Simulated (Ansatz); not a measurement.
Geometry optimisation, DFT PBEsol, scalar-relativistic, plane waves, PAW (Ansatz).

The input (input.yaml):

```yaml
crystal:
  lattice:
    - [8.1, 0.0, 0.0]
    - [0.0, 5.727565, 0.0]
    - [0.0, 0.0, 17.295674]
  atoms:
    - { symbol: Al, position: [0.25, 0.25, 0.0578179] }
    - { symbol: Al, position: [0.75, 0.25, 0.0578179] }
    - { symbol: Al, position: [0.25, 0.75, 0.0578179] }
    - { symbol: Al, position: [0.75, 0.75, 0.0578179] }
    - { symbol: Al, position: [0.0, 0.0, 0.1406069] }
    - { symbol: Al, position: [0.5, 0.0, 0.1406069] }
    - { symbol: Al, position: [0.0, 0.5, 0.1406069] }
    - { symbol: Al, position: [0.5, 0.5, 0.1406069] }
    - { symbol: Al, position: [0.25, 0.25, 0.2233959] }
    - { symbol: Al, position: [0.75, 0.25, 0.2233959] }
    - { symbol: Al, position: [0.25, 0.75, 0.2233959] }
    - { symbol: Al, position: [0.75, 0.75, 0.2233959] }
    - { symbol: Al, position: [0.0, 0.0, 0.3061849] }
    - { symbol: Al, position: [0.5, 0.0, 0.3061849] }
    - { symbol: Al, position: [0.0, 0.5, 0.3061849] }
    - { symbol: Al, position: [0.5, 0.5, 0.3061849] }
    - { symbol: C, position: [0.5137086, 0.5234121, 0.4218207] }
basis:
  ecutwfc: 420.0
kpoints:
  mp_grid: { grid: [2, 3, 1] }
hamiltonian:
  xc: pbesol
  pseudopotentials: { kind: paw, azcp: { folder: soft_1 } }
scf:
  occupations: { method: gaussian, width: 0.15 }
  lower_state_search: "off"
relax:
  f_tol: 0.03
  max_steps: 60
  adjacent_minimum: "off"
  constraints: [{ sites: [0, 1, 2, 3] }]
```

Launched with:

```bash
$ ansatz run input.yaml --threads 1 --pin off --max-ram 3072MiB --backend cpu --events-out ev --progress --plain --runs-dir out
```

Task: Where does it end, and by what steps?

Result: The forces met the threshold. Limits of this set-up: coarse k mesh, thin slab, slab without dipole correction, PAW files made for another functional. After 17 steps the energy has fallen by 4.298 eV; C17 moved furthest, 2.44 Å. Joined: Al12–C17 (4.14 → 1.97 Å), Al14–C17 (3.39 → 1.89 Å).

```tsv
step	energy less start (eV)	largest force component (eV/Å)	accepted
0	0.0000	1.284	yes
1	-0.2780	0.804	yes
2	-0.5167	0.995	yes
3	-0.8628	1.531	yes
4	-1.3465	1.884	yes
5	-1.9323	1.764	yes
6	-2.3902	1.432	yes
7	-2.6673	1.398	yes
8	-2.9902	0.986	yes
9	-3.2965	1.148	yes
10	-3.6049	1.211	yes
11	-3.9286	1.078	yes
12	-4.1217	0.546	yes
13	-4.2577	0.371	yes
14	-4.2808	0.275	yes
15	-4.2925	0.126	yes
16	-4.2872	0.108	no
17	-4.2977	0.020	yes
```

```xyz
17
Lattice="8.1000 0.0000 0.0000 0.0000 5.7276 0.0000 0.0000 0.0000 17.2957" Properties=species:S:1:pos:R:3
Al 2.025 1.432 1.000
Al 6.075 1.432 1.000
Al 2.025 4.296 1.000
Al 6.075 4.296 1.000
Al -0.044 -0.006 2.281
Al 4.046 0.041 2.206
Al -0.044 2.869 2.282
Al 4.046 2.821 2.205
Al 1.958 1.431 3.730
Al 6.069 1.431 3.661
Al 2.008 4.294 3.704
Al 6.024 4.294 3.749
Al -0.018 -0.003 5.013
Al 3.978 0.177 5.023
Al -0.017 2.864 5.014
Al 3.978 2.682 5.025
C 4.900 4.293 5.367
```

Whether the end is a true minimum wasn't checked by a vibrational analysis.

Time of the run: 100 s on 1 thread of Intel(R) Xeon(R) Platinum 8488C (Sapphire Rapids), with other jobs on the host, peak memory 0.74 GiB.
